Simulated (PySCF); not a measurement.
Compound: C6H11NO2Si.
Numbering: `[NH2:1][C:2](=[O:3])[Si@@H:4]1[CH2:5][C@@H:6]([CH:7]2[CH2:8][CH2:9]2)[O:10]1`

Structure used (GFN2-xTB), in Å, numbered top down from 1:
```xyz
21
C6H11NO2Si angstrom
N      3.3371   -1.2506    0.1041
C      2.8645   -0.7985   -1.0772
O      3.5535   -0.7548   -2.0771
Si     1.0418   -0.2161   -1.0949
C      0.4987    1.4648   -0.3788
C     -0.2391    0.6021    0.6577
C     -1.7396    0.7152    0.5869
C     -2.6044   -0.4688    0.8929
C     -2.5110    0.0490   -0.5097
O      0.2349   -0.7008    0.2768
H      4.2759   -1.6177    0.1575
H      2.7200   -1.3748    0.8872
H      0.4069   -0.5947   -2.3543
H      1.2568    2.1086    0.0559
H     -0.1696    2.0648   -0.9866
H      0.0896    0.7850    1.6869
H     -2.0843    1.6880    0.9192
H     -3.5170   -0.3148    1.4483
H     -2.1013   -1.3970    1.1130
H     -1.9632   -0.5428   -1.2255
H     -3.3590    0.5706   -0.9272
```

NICS = −σ at a ghost point: NICS(0) at the centroid of the ring atoms, NICS(1) 1 Å to either side along the normal of their mean plane, zz for the tensor component along that normal. Level: GIAO PBE0/pcSseg-1 (PySCF, non-relativistic, gas phase) on the GFN2-xTB geometry, one conformer.

Rings: 1. Si4–C5–C6–O10; 2. C7–C8–C9.

| set | NICS(0) | NICS(1), two faces | NICS(1)zz, two faces |
| --- | --- | --- | --- |
| P | -44.1 | -9.1 / -8.4 | -24.0 / -23.8 |
| Q | -3.2 | -1.9 / -0.2 | 0.0 / 2.2 |

Question: Which set (ppm) belongs to which ring?

Answer: P = 2, Q = 1.
- 1 (4-membered ring with O and Si; formal bonds all single): mean NICS(1)zz 1.1 ppm, near zero. Si4, C5, C6 have four or more neighbours; no verdict on aromaticity is drawn.
- 2 (3-membered carbocycle; formal bonds all single): mean NICS(1)zz -23.9 ppm, shielded. C7, C8, C9 have four or more neighbours, so the value isn't read as a sign of a π ring current.

Question: How do the rings differ in shape?

Answer: 
```csv
ring,bond lengths (Å),rms pucker (Å),HOMA,nearest outside atom to a NICS(1) probe (Å)
1,"1.906, 1.537, 1.438, 1.664",0.04,–,hydrogen 1.74
2,"1.498, 1.498, 1.497",0.00,–,hydrogen 1.44
```
